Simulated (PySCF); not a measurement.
Cl2HSi, SMILES [SiH](Cl)Cl, multiplicity 2. Atoms are numbered in the order given.

```xyz
4

Cl    -0.0242     0.3766    -1.6844
Si     0.1310    -0.7905     0.0000
Cl    -0.0242     0.3766     1.6844
H     -1.0116    -1.7387     0.0000
```
Charge 0, spin multiplicity 2.

Coordinates come from a TPSSh-D3(BJ)/def2-TZVP optimisation. The isomer is the one that the SMILES or the coordinates give; other isomers of the formula were not compared.

Level of theory: PBE/def2-TZVPD (PySCF).

Gas-phase values at a fixed geometry.

Computed frontier levels, dipole moment and polarisability:
```json
{
  "α spin, highest occupied and lowest empty level": "-5.66 and -1.29 eV",
  "β spin, highest occupied and lowest empty level": "-8.13 and -4.06 eV",
  "dipole_moment": "0.95 D",
  "quadrupole, principal values (traceless, Buckingham form, about the centre of nuclear charge)": "-1.89, -0.01, 1.90 D·Å",
  "mean_static_polarisability": "59.7 bohr³ (8.85 Å³)",
  "polarisability_principal_values": "48.4, 57.7, 73.0 bohr³",
  "⟨S²⟩": "0.752 (pure state 0.75)"
}
```
